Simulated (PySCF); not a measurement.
Cd³⁺ (cadmium, charge +3) across methods

[Kr] 4d9, 2D determinant. All numbers are calculated (PySCF 2.14, scalar relativity by spin-free X2C-1e, in ANO-RCC-VTZP (7s6p4d2f1g, 68 functions)).

```
method  E (hartree)  mean ε 4p β (eV)  mean ε 4d α (eV)  mean ε 4d β (eV)  Σ⟨r²⟩ (bohr²)   ⟨S²⟩
   LDA     -5585.72           -101.88           -46.393           -45.555          26.03  0.750
PBEsol     -5588.34           -101.68           -46.166           -45.309          25.95  0.750
   M06     -5591.58           -106.46           -48.668           -47.664          25.81  0.751
 TPSSh     -5591.25           -103.93           -47.125           -46.259          25.86  0.751
  PBE0     -5591.13           -106.23           -48.602           -47.673          25.84  0.751
r2SCAN     -5591.46           -103.50           -46.668           -45.709          25.80  0.751
   UHF  -5588.98025           -118.30           -54.673           -53.444          25.71  0.752
```

Estimate the same row for PBE.

E (hartree) = -5591.04; mean ε 4p β (eV) = -101.74; mean ε 4d α (eV) = -46.191; mean ε 4d β (eV) = -45.345; Σ⟨r²⟩ (bohr²) = 25.95; ⟨S²⟩ = 0.750.
